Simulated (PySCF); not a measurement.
[Ag(CO)(H)], neutral singlet in the gas phase. 

Cartesian coordinates (Å):
```xyz
4

Ag     0.1020     0.0427     0.0118
O      2.4217     2.1152     0.6117
C      1.5892     1.3779     0.3944
H     -1.0850    -1.0339    -0.2901
```
Charge 0, spin multiplicity 1.

All levels are single points at this geometry (r2SCAN-D4/def2-SVP); Pople sets use spherical d functions. Orbital energies aren't observables, and empty levels follow the basis.

B3LYP-D3(BJ)/def2-TZVP in PySCF gives gap (eV) = 4.08.

**Question.** Estimate the gap (eV) from each of these levels: PBE-D3(BJ)/def2-TZVP in PySCF; TPSSh-D3(BJ)/def2-TZVP in PySCF; B3LYP/6-311+G** (LANL2DZ on Ag) in PySCF; B3LYP/6-31G* (LANL2DZ on Ag) in PySCF; BP86/6-31G* (LANL2DZ on Ag) in PySCF; M06-2X/6-31G* (LANL2DZ on Ag) in PySCF; SVWN5/6-31G* (LANL2DZ on Ag) in PySCF; HF/6-31G* (LANL2DZ on Ag) in PySCF.

**Answer.** 
```csv
level,gap (eV)
PBE-D3(BJ)/def2-TZVP in PySCF,2.53
TPSSh-D3(BJ)/def2-TZVP in PySCF,3.46
B3LYP/6-311+G** (LANL2DZ on Ag) in PySCF,3.82
B3LYP/6-31G* (LANL2DZ on Ag) in PySCF,3.93
BP86/6-31G* (LANL2DZ on Ag) in PySCF,2.43
M06-2X/6-31G* (LANL2DZ on Ag) in PySCF,6.09
SVWN5/6-31G* (LANL2DZ on Ag) in PySCF,2.38
HF/6-31G* (LANL2DZ on Ag) in PySCF,9.62
```
